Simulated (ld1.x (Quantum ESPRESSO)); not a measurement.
## u(r) = r·R(r): atom against pseudo-atom (Se (Z = 34))

Columns: radius, all-electron u(r) and pseudo u(r) of the 4s shell (level -17.29 eV) of selenium in the configuration [Ar] 3d10 4s2 4p4; PBE, scalar-relativistic, PAW scheme, ld1.x (Quantum ESPRESSO) 7.5.

```csv
r (bohr),all-electron,pseudo
0.088,-0.1632,-0.0789
0.175,-0.1878,-0.1562
0.262,0.1073,-0.2323
0.350,0.3391,-0.3071
0.438,0.4026,-0.3793
0.525,0.3313,-0.4474
0.612,0.1830,-0.5117
0.700,0.0013,-0.5722
0.788,-0.1817,-0.6277
0.875,-0.3467,-0.6771
0.962,-0.4880,-0.7207
1.050,-0.6038,-0.7583
1.138,-0.6929,-0.7891
1.225,-0.7572,-0.8127
1.312,-0.8004,-0.8291
1.400,-0.8259,-0.8383
1.487,-0.8358,-0.8399
1.575,-0.8333,-0.8340
1.662,-0.8207,-0.8207
1.750,-0.8000,-0.8000
1.838,-0.7732,-0.7732
1.925,-0.7424,-0.7424
2.012,-0.7085,-0.7085
2.100,-0.6723,-0.6723
2.188,-0.6351,-0.6351
2.275,-0.5980,-0.5980
```

Q: How many radial nodes do the two functions have?

A: The all-electron 4s function has n − l − 1 = 3 (the table is too coarse to show those close to the nucleus); the pseudo-wave has 0, since the states of the same l below it are removed with the core.

Q: At about which radius was the pseudo-wave matched?

A: 1.70 bohr, where the columns begin to agree (steps of 0.09 bohr).

Q: Is the pseudo-wave norm-conserving?

A: No, it belongs to a PAW set: the norm inside the radius is not constrained, and the difference is carried by the augmentation charge.
